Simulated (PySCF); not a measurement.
This PySCF input asks for the NMR shieldings of `CC(=S)CCB(Cl)Cl`, C4H7BCl2S; the geometry comes from GFN2-xTB.

```python
import basis_set_exchange as bse
import numpy as np
from pyscf import gto, dft
from pyscf.prop import nmr

atoms = """
C    -2.207713    0.465354   -0.594175
C    -0.770691    0.141012   -0.440098
S     0.201620   -0.075651   -1.745717
C    -0.159500    0.047017    0.906941
C     1.188342   -0.670008    0.816418
B     1.921723   -0.199344   -0.547072
Cl    2.509058    1.527314   -0.526975
Cl    3.077333   -1.345850   -1.295824
H    -2.318005    1.418596   -1.111176
H    -2.697176   -0.281827   -1.217375
H    -2.711806    0.522782    0.366929
H     0.004116    1.077757    1.246593
H    -0.848767   -0.420813    1.613872
H     1.788426   -0.449755    1.698477
H     1.018625   -1.748595    0.807270
"""
names = dict.fromkeys(["C", "S", "B", "Cl", "H"], "pcSseg-1")
basis = {el: gto.basis.parse(bse.get_basis(n, elements=[el], fmt="nwchem")) for el, n in names.items()}
mol = gto.M(atom=atoms, basis=basis, charge=0, verbose=0)
mf = dft.RKS(mol, xc="PBE0")
mf.grids.level = 2
mf.grids.alignment = dft.numint.BLKSIZE   # the property module wants whole blocks of grid points
mf.conv_tol = 1e-9
mf.kernel()

calc = nmr.RKS(mf)   # GIAO
C = mf.mo_coeff
Co = C[:, mf.mo_occ > 0]
resp = mf.gen_response(singlet=True, hermi=2)
def vind(x):   # induced exchange potential for any number of trial vectors
    d = np.einsum("pi,xij,qj->xpq", C, 2 * x.reshape(-1, C.shape[1], Co.shape[1]), Co, optimize=True)
    return np.einsum("xpq,pi,qj->xij", resp(d - d.transpose(0, 2, 1)), C, Co, optimize=True).ravel()
mo1, _ = nmr.rhf.solve_mo1(calc, with_cphf=vind)
sigma = calc.kernel(mo1)
for i, s in enumerate(sigma):   # ppm
    w = np.linalg.eigvalsh((s + s.T) / 2)
    print("%2d %-2s iso %8.1f  s11 %8.1f  s22 %8.1f  s33 %8.1f" % (i, mol.atom_pure_symbol(i), w.mean(), *w))
```

Q: Give the expected output.

A: 
```
 0 C  iso    153.6  s11    127.2  s22    148.8  s33    184.7
 1 C  iso    -91.0  s11   -258.1  s22   -144.9  s33    129.9
 2 S  iso    -90.5  s11   -426.2  s22   -393.7  s33    548.3
 3 C  iso    127.0  s11    108.4  s22    115.9  s33    156.7
 4 C  iso    151.1  s11    130.1  s22    154.2  s33    169.0
 5 B  iso     80.3  s11     60.5  s22     86.0  s33     94.3
 6 Cl iso    848.8  s11    700.1  s22    903.2  s33    943.0
 7 Cl iso    852.4  s11    764.6  s22    854.8  s33    937.9
 8 H  iso     28.7  s11     24.6  s22     27.5  s33     33.8
 9 H  iso     28.6  s11     24.4  s22     27.5  s33     33.8
10 H  iso     28.9  s11     24.7  s22     28.8  s33     33.2
11 H  iso     28.0  s11     24.1  s22     28.0  s33     32.0
12 H  iso     28.4  s11     23.5  s22     28.3  s33     33.6
13 H  iso     30.2  s11     26.6  s22     28.4  s33     35.6
14 H  iso     30.2  s11     25.3  s22     30.2  s33     35.1
```

These numbers come from an equivalent density-fitted implementation of the same equations, which agrees with the script to about 0.01 ppm for H and up to a few tenths of a ppm for heavy atoms, so last digits may differ.

Size and cost of the density-fitted run: 192 basis functions, 67 s wall time on 1 thread of an Arm Neoverse N1, shared host; peak memory 0.9 GiB.
